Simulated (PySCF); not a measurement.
La3 at several levels of theory

Computed with PySCF 2.14.0 (density fitting, no spin-orbit coupling) at the geometry relaxed with r2SCAN:

```xyz
3
La3 (doublet)
La    0.0000    0.0000    3.0575
La    0.0000    0.0000    0.0359
La    0.0000    0.0000   -3.0935
```

```tsv
level	basis	state	HOMO (eV)	gap (eV)	charge on La1 (e)	population of f-type functions on La1 (core shells left out)	dipole about the centre of mass (D)	largest force component (eV/Å)
r2SCAN	La def2-SVP with ECP46	doublet	-3.18	0.69	0.23	0.02	0.37	0.01
r2SCAN	La def2-TZVP with ECP46	doublet	-2.95	0.30	-0.08	0.02	2.78	0.21
```

HOMO and gap are taken over both spins. Charges are Mulliken's, which hang on the basis. The relaxation used the grid (50, 194), these runs (75, 302) or, all-electron (x2c bases, spin-free X2C Hamiltonian), (99, 590).

Q: Order these levels, in the first row's basis, by the HOMO–LUMO gap they give here, smallest first.
A. TPSSh
B. PBE0
C. revPBE
D. M06-L

A: C (0.28 eV), D (0.66 eV), A (0.78 eV), B (1.42 eV).

Q: And their other results?

A: 
```csv
level,state,HOMO (eV),gap (eV),charge on La1 (e),population of f-type functions on La1 (core shells left out),dipole about the centre of mass (D),largest force component (eV/Å)
M06-L,doublet,-3.17,0.66,0.02,0.02,0.07,0.34
TPSSh,doublet,-3.26,0.78,0.39,0.02,0.10,0.12
PBE0,doublet,-3.55,1.42,0.31,0.02,0.13,0.11
revPBE,doublet,-2.98,0.28,0.26,0.02,0.21,0.20
```

No frequency check is given that shows the relaxed geometry to be a minimum. The relaxed state is spin-contaminated (spin squared 2.66 against 0.75). Open shells may have lower solutions than the one found.

Rows with open f shells in the valence may stand above their lowest state, and their gaps can end on f levels.

A gap near or under zero over both spins lies within a partly filled shell and is no excitation energy.

Some runs are spin-contaminated.
